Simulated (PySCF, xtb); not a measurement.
W(NH)(S)(F)(NH2) (FH3N2SW), SMILES [W]([F])(=[S])([NH2])=[NH], multiplicity 1.

GFN2-xTB (xtb) at its own geometry gives an orbital gap of 2.43 eV and a dipole moment of 5.83 D.

Geometry optimised at PBE-D3(BJ)/def2-SVP. The multiplicity is an assumed one; no other spin state was optimised. The structure was generated by enumeration; whether it is a known compound was not checked. The def2 effective core potentials stand for the cores of W; spin–orbit coupling is left out. One conformer was computed; it need not be the lowest.

Problem. What does B3LYP/def2-TZVP (PySCF) give? (An estimate is asked for; the answer gives what the named calculation found.)

Solution. gap 5.01 eV (levels -7.23 and -2.22 eV), dipole 3.42 D.
